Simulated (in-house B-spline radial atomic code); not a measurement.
**RPA and G0W0 on PBE0: neutral manganese**

Configuration [Ar] 3d5 4s2, highest spin, mean-field start PBE0. Computed with a B-spline radial code for spherical atoms: all electrons, scalar-relativistic (spin-free one-electron X2C), finite nucleus, each spin shell either full or empty, empty states to l = 9 with an (l + 1/2)⁻⁴ tail; G0W0 by contour deformation at full frequency.

Command:
```bash
python run_gw.py task.json out
```
Settings (radii: box in bohr, nucleus in fm):
```
Z                        25
electrons                25
configuration            [Ar] 3d5 4s2
hamiltonian              x2c
method                   pbe0
lmax                     9
rms_radius               3.7057
spin_polarised           True
box_radius               40
intervals                73
ion_configuration        [Ar] 3d5 4s1
```

Run time, properties included: 10 s on 1 thread of Arm Neoverse N1 (shared host).

Energies (hartree):

| term | value |
| --- | --- |
| mean-field total | -1158.36009 |
| Hartree-Fock functional on these orbitals | -1157.39152 |
| direct second order | -1.9361 |
| second-order exchange | 0.63588 |
| SOSEX correction | 0.56601 |

What is the RPA correlation energy, and what remains with SOSEX?

RPA gives -1.6357 hartree (-1.78 eV per electron); RPA + SOSEX gives -1.0697, and the second-order doubles -1.3003 hartree (no singles). SOSEX takes back 35 % of the RPA value.

Quasi-particle levels (eV):

| level | occupied | mean field | Σx - vxc | Σc | QP weight | G0W0 |
| --- | --- | --- | --- | --- | --- | --- |
| 4s down | yes | -5.110 | -1.06 | ? | ? | ? |
| 4s up | yes | -6.155 | -1.38 | -1.01 | 0.856 | -8.546 |
| 3d down | no | -1.116 | 8.36 | -6.18 | 0.755 | 1.062 |

G0W0 = mean field + (Σx - vxc) + Σc, with Σc (partial-wave tail included) taken at the quasi-particle energy. Only the outer levels were computed. Levels of low weight are left out. An empty level above zero is unbound and depends on the box.

Where does G0W0 put 4s down?

At -7.441 eV, with Σc = -1.27 eV and a quasi-particle weight of 0.875. The tabulated removal energy is 7.434 eV (NIST, measured); the calculation leaves out spin-orbit coupling, Breit and QED terms, and what these don't explain is the method's own error.

What does it cost to remove one electron (to [Ar] 3d5 4s1) by differences of total energies, each species on its own start (correlation terms add to the Hartree-Fock functional)?

PBE0 7.091 eV, Hartree-Fock functional 5.924 eV, + RPA 7.562 eV, + RPA + SOSEX 7.226 eV, + second order 8.040 eV. Tabulated: 7.434 eV (NIST, measured); the calculation leaves out spin-orbit coupling, Breit and QED terms, and what these don't explain is the method's own error.
